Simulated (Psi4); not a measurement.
Psi4 input (wB97X-D/6-311+G**):

```
memory 1500 MB

molecule {
-1 1
C     1.18542969   -0.38450131   -0.18488548
C     0.01177011    0.02005974    0.00595913
O    -1.17207120    0.27784900    0.14939956
H     2.19337076   -0.03614256   -0.12163843
symmetry c1
no_reorient
no_com
}

set {
  basis 6-311+G**
  reference rks
  scf_type pk
  dft_radial_points 99
  dft_spherical_points 590
  e_convergence 1e-8
  d_convergence 1e-7
  maxiter 150
}

e = energy('wb97x-d')
print_out(f'\nFINAL {e:.10f} DIPOLE {variable("CURRENT DIPOLE")[0]:.6f} {variable("CURRENT DIPOLE")[1]:.6f} {variable("CURRENT DIPOLE")[2]:.6f}\n')
```

Output:

```
   => Loading Basis Set <=

    Name: 6-311+G**
    Role: ORBITAL
    Keyword: BASIS
    atoms 1-2 entry C          line   129 file 6-311pgss.gbs
    atoms 3   entry O          line   171 file 6-311pgss.gbs
    atoms 4   entry H          line    42 file 6-311pgss.gbs

   => WB97X-D: Empirical Dispersion <=

    Chai and Head-Gordon Dispersion Correction
    Chai, J.-D.; Head-Gordon, M. (2010), J. Chem. Phys., 132: 6615-6620

        s6 =       1.000000

         ---------------------------------------------------------
                                   SCF
               by Justin Turney, Rob Parrish, Andy Simmonett
                          and Daniel G. A. Smith
                              RKS Reference
         ---------------------------------------------------------

  ==> Geometry <==

    Molecular point group: c1
    Full point group: C1

    Geometry (in Angstrom), charge = -1, multiplicity = 1:

       Center              X                  Y                   Z               Mass
    ------------   -----------------  -----------------  -----------------  -----------------
         C            1.185429690000    -0.384501310000    -0.184885480000    12.000000000000
         C            0.011770110000     0.020059740000     0.005959130000    12.000000000000
         O           -1.172071200000     0.277849000000     0.149399560000    15.994914619570
         H            2.193370760000    -0.036142560000    -0.121638430000     1.007825032230

  Running in c1 symmetry.

  Rotational constants: A =     44.65433  B =      0.35786  C =      0.35502 [cm^-1]
  Rotational constants: A = 1338703.04198  B =  10728.50110  C =  10643.20538 [MHz]
  Nuclear repulsion =   51.936969289327394

  Charge       = -1
  Multiplicity = 1
  Electrons    = 22
  Nalpha       = 11
  Nbeta        = 11

  ==> Algorithm <==

  SCF Algorithm Type is PK.
  DIIS enabled.
  MOM disabled.
  Fractional occupation disabled.
  Guess Type is SAD.
  Energy threshold   = 1.00e-08
  Density threshold  = 1.00e-07
  Integral threshold = 1.00e-12

  ==> Primary Basis <==

  Basis Set: 6-311+G**
    Blend: 6-311+G**
    Number of shells: 34
    Number of basis functions: 72
    Number of Cartesian functions: 75
    Spherical Harmonics?: true
    Max angular momentum: 2

  ==> DFT Potential <==

   => LibXC <=

    Version 7.1.2
    S. Lehtola, C. Steigemann, M. J. T. Oliveira, and M. A. L. Marques,  SoftwareX 7, 1–5 (2018) (10.1016/j.softx.2017.11.002)

   => Composite Functional: WB97X-D <=

    wB97X-D Hyb-GGA Exchange-Correlation Functional

    J.-D. Chai and M. Head-Gordon,  Phys. Chem. Chem. Phys. 10, 6615–6620 (2008) (10.1039/B810189B)

    Deriv               =              1
    GGA                 =           TRUE
    Meta                =          FALSE

    Exchange Hybrid     =           TRUE
    MP2 Hybrid          =          FALSE

   => Exchange-Correlation Functionals <=

    1.0000   wB97X-D range-separated functional

   => Exact (HF) Exchange <=

    0.7780            HF,LR [omega = 0.2000]
    0.2220               HF

   => LibXC Density Thresholds  <==

    XC_HYB_GGA_XC_WB97X_D:  1.00E-14

   => Molecular Quadrature <=

    Radial Scheme          =       TREUTLER
    Pruning Scheme         =           NONE
    Nuclear Scheme         =       TREUTLER

    Blocking Scheme        =         OCTREE
    BS radius alpha        =              1
    Pruning alpha          =              1
    Radial Points          =             99
    Spherical Points       =            590
    Total Points           =         227937
    Total Blocks           =           1714
    Max Points             =            256
    Max Functions          =             72
    Weights Tolerance      =       1.00E-15

  ==> Integral Setup <==

  Using in-core PK algorithm.
   Calculation information:
      Number of atoms:                   4
      Number of AO shells:              34
      Number of primitives:             63
      Number of atomic orbitals:        75
      Number of basis functions:        72

      Integral cutoff                 1.00e-12
      Number of threads:                 1

  Performing in-core PK
  Using 10363518 doubles for integral storage.
  We computed 170876 shell quartets total.
  Whereas there are 177310 unique shell quartets.

  Computing range-separated integrals for PK
  We computed 170876 wK shell quartets total.
  Whereas there are 177310 wK unique shell quartets.

  ==> DiskJK: Disk-Based J/K Matrices <==

    J tasked:                  Yes
    K tasked:                  Yes
    wK tasked:                 Yes
    Omega:               2.000E-01
    Schwarz Cutoff:          1E-12


  Cached 100.0% of DFT collocation blocks in 0.404 [GiB].

  Minimum eigenvalue in the overlap matrix is 5.3730604859E-05.
  Reciprocal condition number of the overlap matrix is 8.6709556807E-06.
    Using symmetric orthogonalization.

  ==> Pre-Iterations <==

  SCF Guess: Superposition of Atomic Densities via on-the-fly atomic UHF (no occupation information).

   -------------------------
    Irrep   Nso     Nmo
   -------------------------
     A         72      72
   -------------------------
    Total      72      72
   -------------------------

  ==> Iterations <==

                        Total Energy        Delta E     RMS |[F,P]|

   @RKS iter SAD:  -151.06378986402976   -1.51064e+02   0.00000e+00
   @RKS iter   1:  -151.75355828108675   -6.89768e-01   9.85739e-03 DIIS/ADIIS
   @RKS iter   2:  -151.82808324442598   -7.45250e-02   8.87846e-03 DIIS/ADIIS
   @RKS iter   3:  -151.99015452355749   -1.62071e-01   1.55010e-03 DIIS/ADIIS
   @RKS iter   4:  -151.99418451105822   -4.02999e-03   4.93227e-04 DIIS/ADIIS
   @RKS iter   5:  -151.99471208306019   -5.27572e-04   1.31946e-04 DIIS/ADIIS
   @RKS iter   6:  -151.99475663596246   -4.45529e-05   5.08478e-05 DIIS
   @RKS iter   7:  -151.99476529614245   -8.66018e-06   6.65652e-06 DIIS
   @RKS iter   8:  -151.99476597370079   -6.77558e-07   2.56975e-06 DIIS
   @RKS iter   9:  -151.99476611947341   -1.45773e-07   7.06091e-07 DIIS
   @RKS iter  10:  -151.99476612894057   -9.46716e-09   1.35797e-07 DIIS
   @RKS iter  11:  -151.99476612924084   -3.00275e-10   3.34803e-08 DIIS
  Energy and wave function converged.

  ==> Post-Iterations <==

   Electrons on quadrature grid:
      Ntotal   =   21.9999999624 ; deviation = -3.764e-08

    Orbital Energies [Eh]
    ---------------------

    Doubly Occupied:

       1A    -19.019438     2A    -10.122964     3A    -10.023348
       4A     -0.915004     5A     -0.597030     6A     -0.372159
       7A     -0.320582     8A     -0.261336     9A     -0.258378
      10A     -0.079000    11A     -0.070413

    Virtual:

      12A      0.215246    13A      0.229168    14A      0.265429
      15A      0.272288    16A      0.281637    17A      0.286536
      18A      0.308418    19A      0.347982    20A      0.371039
      21A      0.406928    22A      0.444727    23A      0.497933
      24A      0.510143    25A      0.516000    26A      0.544802
      27A      0.639167    28A      0.728625    29A      0.777665
      30A      0.825369    31A      0.837932    32A      0.906431
      33A      0.937888    34A      1.011438    35A      1.108296
      36A      1.144008    37A      1.300356    38A      1.387395
      39A      1.420293    40A      1.439224    41A      1.460217
      42A      1.499857    43A      1.558931    44A      1.684681
      45A      1.743223    46A      1.776211    47A      1.994835
      48A      2.077483    49A      2.090842    50A      2.247551
      51A      2.458334    52A      2.480859    53A      2.849016
      54A      2.956983    55A      3.025968    56A      3.084812
      57A      3.165361    58A      3.169576    59A      3.239164
      60A      3.257540    61A      3.298279    62A      3.612767
      63A      3.790364    64A      3.819185    65A      3.979815
      66A      4.233473    67A      5.394449    68A      5.406262
      69A      5.930432    70A     23.979900    71A     25.196914
      72A     50.388891

    Final Occupation by Irrep:
              A
    DOCC [    11 ]
    NA   [    11 ]
    NB   [    11 ]

  @RKS Final Energy:  -151.99476612924084

   => Energetics <=

    Nuclear Repulsion Energy =             51.9369692893273935
    One-Electron Energy =                -314.3789015483367848
    Two-Electron Energy =                 124.2718637236368124
    DFT Exchange-Correlation Energy =     -13.8244836518255436
    Empirical Dispersion Energy =          -0.0002139420427231
    VV10 Nonlocal Energy =                  0.0000000000000000
    Total Energy =                       -151.9947661292408441

Computation Completed

Properties will be evaluated at   0.000000,   0.000000,   0.000000 [a0]

Properties computed using the SCF density matrix

 Multipole Moments:

 ------------------------------------------------------------------------------------
     Multipole            Electronic (a.u.)      Nuclear  (a.u.)        Total (a.u.)
 ------------------------------------------------------------------------------------

 L = 1.  Multiply by 2.5417464519 to convert [e a0] to [Debye]
 Dipole X            :         -0.0353918           -0.0000001           -0.0353918
 Dipole Y            :          0.5502289            0.0000000            0.5502289
 Dipole Z            :          0.1813963           -0.0000001            0.1813962
 Magnitude           :                                                    0.5804387

 ------------------------------------------------------------------------------------

FINAL -151.9947661292 DIPOLE -0.035392 0.550229 0.181396

*** Psi4 exiting successfully. Buy a developer a beer!
```

The dipole moment of an ion depends on the origin.

The geometry given is a B3LYP-D3(BJ)/def2-TZVP minimum.
